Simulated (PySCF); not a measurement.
C5H6O2, SMILES c1(cc(O)oc1)C.

Geometry optimised at TPSSh-D3(BJ)/def2-SVP. One conformer was computed; it need not be the lowest.

Calculation: r2SCAN/def2-TZVP (PySCF).

Symmetry labels are those of the subgroup Cs that the program uses (full group Cs).

Computed valence orbital energies around the gap with their symmetry:
```json
[
 {"orbital": "HOMO−7", "symmetry": "A'", "energy (eV)": "-10.54"},
 {"orbital": "HOMO−6", "symmetry": "A\"", "energy (eV)": "-10.42"},
 {"orbital": "HOMO−5", "symmetry": "A'", "energy (eV)": "-9.79"},
 {"orbital": "HOMO−4", "symmetry": "A'", "energy (eV)": "-9.38"},
 {"orbital": "HOMO−3", "symmetry": "A\"", "energy (eV)": "-9.23"},
 {"orbital": "HOMO−2", "symmetry": "A'", "energy (eV)": "-8.74"},
 {"orbital": "HOMO−1", "symmetry": "A\"", "energy (eV)": "-6.61"},
 {"orbital": "HOMO", "symmetry": "A\"", "energy (eV)": "-4.93"},
 {"orbital": "LUMO", "symmetry": "A\"", "energy (eV)": "0.07"},
 {"orbital": "LUMO+1", "symmetry": "A'", "energy (eV)": "0.69"},
 {"orbital": "LUMO+2", "symmetry": "A\"", "energy (eV)": "1.14"},
 {"orbital": "LUMO+3", "symmetry": "A'", "energy (eV)": "1.71"}
]
```
